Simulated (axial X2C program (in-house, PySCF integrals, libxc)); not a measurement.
**Outer orbitals of PbCl at 2.491 Å, HF**

All values were computed with an in-house relativistic program for diatomic molecules. Spin-free means the one-electron spin-free X2C Hamiltonian; two-component (2c) means X2C with spin–orbit coupling and atomic mean-field two-electron Coulomb and Gaunt terms, so the difference of the two also holds small scalar two-electron terms. Basis: Pb dyall-cv3z [12s14p10d7f1g], Cl dyall-av3z [9s8p3d2f] (cores contracted in-house); Gaussian nuclei, density fitting, unrestricted open shells. Masses: Pb 207.977 u, Cl 34.969 u.

The distance is close to the 2c PBE0 minimum; the highest filled and lowest empty levels are listed.

Spin-free orbitals, state M_S = 1/2, Λ = 1 (beyond evenly filled blocks: π+α) (Löwdin shares):

```tsv
symmetry	occupied	ε (eV)	atomic character
δ+α	yes	-30.43	100% Pb d
π+α	yes	-30.31	100% Pb d
δ-α	yes	-30.26	100% Pb d
π-α	yes	-30.24	100% Pb d
π+β	yes	-30.20	100% Pb d
π-β	yes	-30.20	100% Pb d
δ-β	yes	-30.19	100% Pb d
δ+β	yes	-30.19	100% Pb d
σα	yes	-27.88	78% Cl s, 13% Pb d, 4% Pb p
σβ	yes	-27.81	78% Cl s, 14% Pb d, 4% Pb p
σα	yes	-17.36	67% Pb s, 24% Cl p, 4% Cl s
σβ	yes	-16.01	60% Pb s, 32% Cl p, 3% Cl s
π+α	yes	-11.89	92% Cl p, 6% Pb p
π-α	yes	-11.57	93% Cl p, 3% Pb p, 2% Pb d
π-β	yes	-11.56	94% Cl p, 2% Pb p, 2% Pb d
π+β	yes	-11.56	94% Cl p, 2% Pb p, 2% Pb d
σα	yes	-11.35	62% Cl p, 21% Pb p, 12% Pb s
σβ	yes	-11.07	55% Cl p, 20% Pb p, 20% Pb s
π+α	yes	-7.06	87% Pb p, 6% Cl p, 4% Cl d
π-α	no	-0.63	88% Pb p, 5% Cl p, 4% Cl d
π+β	no	0.28	89% Pb p, 5% Cl p, 4% Cl d
π-β	no	0.28	89% Pb p, 5% Cl p, 4% Cl d
σα	no	1.02	72% Pb p, 10% Cl p, 8% Pb d
```

Spinors with spin–orbit coupling (state Ω = 1/2):

```tsv
ω	occupied	ε (eV)	atomic character	λ mixture
3/2	yes	-31.72	100% Pb d	82% δ, 18% π
1/2	yes	-31.70	97% Pb d	55% π, 45% σ
-1/2	yes	-31.63	98% Pb d	53% π, 47% σ
-3/2	yes	-31.46	100% Pb d	80% δ, 20% π
1/2	yes	-29.21	78% Pb d, 19% Cl s	60% σ, 40% π
-1/2	yes	-29.18	80% Pb d, 18% Cl s	58% σ, 42% π
-5/2	yes	-28.82	100% Pb d	100% δ
-3/2	yes	-28.78	100% Pb d	80% π, 20% δ
3/2	yes	-28.75	100% Pb d	82% π, 18% δ
5/2	yes	-28.72	100% Pb d	100% δ
-1/2	yes	-27.58	67% Cl s, 26% Pb d, 4% Pb p	95% σ, 5% π
1/2	yes	-27.56	66% Cl s, 27% Pb d, 4% Pb p	95% σ, 5% π
-1/2	yes	-17.21	68% Pb s, 24% Cl p, 4% Cl s	100% σ
1/2	yes	-15.83	59% Pb s, 33% Cl p, 3% Cl s	100% σ
1/2	yes	-11.87	87% Cl p, 9% Pb p	96% π, 4% σ
-1/2	yes	-11.50	92% Cl p, 3% Pb p, 2% Pb d	92% π, 8% σ
-3/2	yes	-11.41	94% Cl p, 3% Pb p, 2% Pb d	100% π
3/2	yes	-11.40	94% Cl p, 2% Pb d, 2% Pb p	100% π
-1/2	yes	-11.15	64% Cl p, 21% Pb p, 10% Pb s	91% σ, 9% π
1/2	yes	-11.04	56% Cl p, 20% Pb p, 19% Pb s	94% σ, 6% π
1/2	yes	-7.69	82% Pb p, 10% Cl p, 4% Cl d	94% π, 6% σ
-3/2	no	-0.20	89% Pb p, 5% Cl p, 4% Cl d	100% π
-1/2	no	-0.01	87% Pb p, 6% Cl p, 4% Cl d	96% π, 4% σ
3/2	no	0.58	89% Pb p, 5% Cl p, 4% Cl d	100% π
-1/2	no	1.12	73% Pb p, 10% Cl p, 7% Pb d	98% σ, 2% π
```

Task: How does the gap between the highest filled and lowest empty level change from the spin-free to the 2c table?

Result: From 6.43 to 7.49 eV at HF, a change of 1.06 eV.

Mulliken charges and populations of the two-component result (they depend on the basis, above all on diffuse functions):

Pb 0.61 e (s 11.94 p 25.40 d 30.03 f 14.02), Cl -0.61 e (s 6.00 p 11.59 d 0.02). ⟨Lz⟩ = 0.95 ħ and ⟨Sz⟩ = -0.45 ħ (-0.47 and 0.02 on the two atoms), which add up to Ω.

The state is a single determinant with fixed occupations, the lowest that a limited PBE0 search found.
